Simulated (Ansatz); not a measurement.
Reaction (cleavage of the Sn–Si bond): `N[SiH2][SnH3]` + `OCF` → `FC[O][SnH3]` + `N[SiH3]`

Calculated with Ansatz (gas phase, PBE0-D4/def2-TZVP geometries, no zero-point term in ΔE). CBS: MP2 limit from def2 TZ/QZ plus the TZ coupled-cluster correction, frozen cores. This one scheme is used for every species. Functionals use def2-TZVPP. B3LYP here is the variant with VWN-RPA as its local correlation; programs differ in this. Elements past krypton have def2 core potentials. For Sn outer-core shells are correlated without core-valence functions, which leaves a few kJ/mol of doubt a bond. One conformer a species, not always the lowest.

**Question.** Is it downhill or uphill in electronic energy at CCSD(T)/CBS, and by how much? (Best estimate.)

**Answer.** Ansatz gave: Nearly level: ΔE = -0.02 eV.

**Question.** What do these levels give: PBE0-D4, r2SCANh-D4, CAM-B3LYP-D4, PBE-QIDH, revPBE, r2SCAN, B3LYP, RPA@PBE/def2-TZVPP, CCSD(T)/def2-SVP, HF/def2-TZVPP, CCSD/def2-TZVPP, HF/CBS(def2)? (An estimate is asked.)

**Answer.** Computed: PBE0-D4 0.14, r2SCANh-D4 0.02, CAM-B3LYP-D4 -0.06, PBE-QIDH 0.06, revPBE 0.11, r2SCAN 0.00, B3LYP -0.03, RPA@PBE/def2-TZVPP -0.09, CCSD(T)/def2-SVP -0.08, HF/def2-TZVPP -0.15, CCSD/def2-TZVPP -0.02, HF/CBS(def2) -0.17 eV.

Largest T1 diagnostic among the species: 0.013.

From r2SCAN to r2SCAN0 (25 % exact exchange), in def2-TZVPP and without D4, ΔE moves by +0.05 eV. In def2-TZVPP, CCSD(T) changes the Hartree–Fock value by +0.12 eV (the triples alone add −0.00 eV) and MP2 by +0.11 eV. Leaving LDA and LC-ωPBE aside and taking each functional with its dispersion term where it has one, the values, not all of them listed here, spread over 0.24 eV, from B97M-V to HSE06-D4. LDA lies +0.07 eV from PBE without D4.
